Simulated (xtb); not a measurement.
GeS, SMILES [S]=[Ge] (connectivity only; charge and spin as stated), neutral, multiplicity 1. All values are semi-empirical tight-binding results from xtb (GFN2-xTB unless named), good for trends rather than for accurate numbers. Coordinates come from a GFN2-xTB optimisation.

Optimised geometry:

```xyz
2

Ge     0.0000     0.0000    -0.6783
S      0.0000     0.0000     1.3566
```

For metal compounds this method's bond lengths and energies can be far off.

```yaml
point_group_as_xtb_finds_it: C∞v
orbital_gap: 3.09 eV
```

Q: Give the atomic charges and the Wiberg bond orders between heavy atoms. (The exact figures need the calculation; the answer reports its results.)

A: charges (e) Ge1 0.30, S2 -0.30. Bond orders Ge1–S2 2.43.
